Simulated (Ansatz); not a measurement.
Compare A (`N[CH2][GeH2][OH]`) with its isomer B (`N[CH](O)[GeH3]`).

Program: Ansatz. Geometries: PBE0-D4/def2-TZVP. ΔE: electronic, gas phase. CBS: MP2 limit from def2 TZ/QZ plus the TZ coupled-cluster correction, frozen cores. DFT in def2-TZVPP. B3LYP here is the variant with VWN-RPA as its local correlation; programs differ in this. For Ge outer-core shells are correlated without core-valence functions, which leaves a few kJ/mol of doubt a bond. Scalar relativity is left out up to krypton. Each species was taken in one conformer, which may not be the lowest.

**Question.** Which isomer does CCSD(T)/CBS put lower? Give the gap. (Best estimate.)

**Answer.** The calculation gave: A, by 26.9 kcal/mol.

**Question.** Give E(B) − E(A) in kcal/mol with B3LYP, B2PLYP, PBE0-D4, CCSD/def2-TZVPP, PBE-D4, ωB97M-V, r2SCAN-D4. (Best estimate.)

**Answer.** Ansatz gave: B3LYP 25.8, B2PLYP 27.0, PBE0-D4 24.8, CCSD/def2-TZVPP 27.3, PBE-D4 23.4, ωB97M-V 25.8, r2SCAN-D4 25.2. None reverses the order clearly.

Largest T1 diagnostic: 0.011.

From PBE to PBE0 (25 % exact exchange), in def2-TZVPP and without D4, E(B) − E(A) moves by +1.3 kcal/mol.
